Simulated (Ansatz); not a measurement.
Abridged output of a molecular run in Ansatz:

```
Functional definition: HF
1259 factors; integrals over basis functions are off by at most 1.1e-3 eV
mean field evaluation 1: about -66281.2459 eV, gradient 2.7e1 eV
mean field evaluation 2: about -66281.2523 eV, gradient 2.7e1 eV
mean field evaluation 4: about -66284.9400 eV, gradient 3.4e0 eV
mean field evaluation 8: about -66285.1017 eV, gradient 2.6e-1 eV
mean field -66285.10407089 eV, -2435.9326449480 hartree, gradient 1.9e-6 eV, S^2 0.757989; 0 other end points of the search recorded, 0 dependent functions left out
16 core orbitals not correlated: weight in the atoms' cores, before any rotation towards them, 1.000 or more for the frozen orbitals, at most 0.000 for the correlated occupied ones
reference -66285.10407089 eV, -2435.9326449480 hartree; 17, 16 occupied and 175, 176 virtual orbitals, 1259 factors
second order -21.52462287 eV of doubles, -0.00000000 eV of singles
cycle   1  -21.46243813 eV  change    6.2e-2 eV  update   1.2e-1
cycle   2  -22.09515601 eV  change   -6.3e-1 eV  update   4.0e-2
cycle   3  -22.25365116 eV  change   -1.6e-1 eV  update   2.5e-2
cycle   4  -22.24730038 eV  change    6.4e-3 eV  update   8.6e-3
cycle   5  -22.24277854 eV  change    4.5e-3 eV  update   5.2e-3
cycle   6  -22.24440338 eV  change   -1.6e-3 eV  update   1.9e-3
cycle   7  -22.24440282 eV  change    5.6e-7 eV  update   9.2e-4
cycle   8  -22.24470867 eV  change   -3.1e-4 eV  update   3.6e-4
cycle   9  -22.24483705 eV  change   -1.3e-4 eV  update   1.8e-4
cycle  10  -22.24475053 eV  change    8.7e-5 eV  update   6.6e-5
cycle  11  -22.24476886 eV  change   -1.8e-5 eV  update   3.5e-5
cycle  12  -22.24477709 eV  change   -8.2e-6 eV  update   1.5e-5
perturbative correction -0.95289927 eV, -0.0350184024 hartree
Total energy: -66308.30174726 eV, -2436.7851438305 hartree
Checks for a lower state left out: cluster_reference
```

Its atoms:

```xyz
8

C     1.233   -0.246   -0.769
O     0.171    0.093    0.083
Ga   -1.561   -0.355   -0.067
S    -2.782    0.475    1.612
H     1.731    0.664   -1.117
H     1.968   -0.852   -0.227
H     0.915   -0.814   -1.652
H    -1.676    1.035    2.137
```

(1) Which basis set was used?
A. cc-pV(D+d)Z
B. def2-TZVPP
C. cc-pV(Q+d)Z
D. def2-SVPD

(2) Write the keys of the input that set method, charge and spin (a neutral closed shell needs none for the last two).

Results:

(1) B. It gives 208 functions.

(2) 
```yaml
magnetization: {spin_polarized: true, initial_magnetization: 1}
correlation: {method: ccsd_t}
scf: {omitted_lower_state_checks: [cluster_reference]}
```
